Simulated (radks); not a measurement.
Problem. Species: the thulium ion Tm57+. Configuration: [Ne] 3s2. All-electron calculation, scalar-relativistic Kohn-Sham, BLYP, spin-polarised, spherical densities, finite nucleus; Fermi nuclear charge, rms radius 5.2256 fm. Program: a radial shooting solver on a logarithmic mesh with Libxc functionals. Some entries of the table are withheld. Estimate them.

| orbital | occ. | eigenvalue (hartree) | <r^2> (bohr^2) | r(max) (bohr) |
|---|---|---|---|---|
| 1s | 2 | -2346.766 | 0.0005477 | 0.01261 |
| 2s | 2 | -526.6849 | (1) | 0.07135 |
| 2p | 6 | (2) | (3) | 0.05796 |
| 3s | 2 | -215.7640 | 0.04575 | 0.1907 |

Solution. 
(1) 2s <r^2> (bohr^2): 0.008249
(2) 2p eigenvalue (hartree): -485.2596
(3) 2p <r^2> (bohr^2): 0.006669
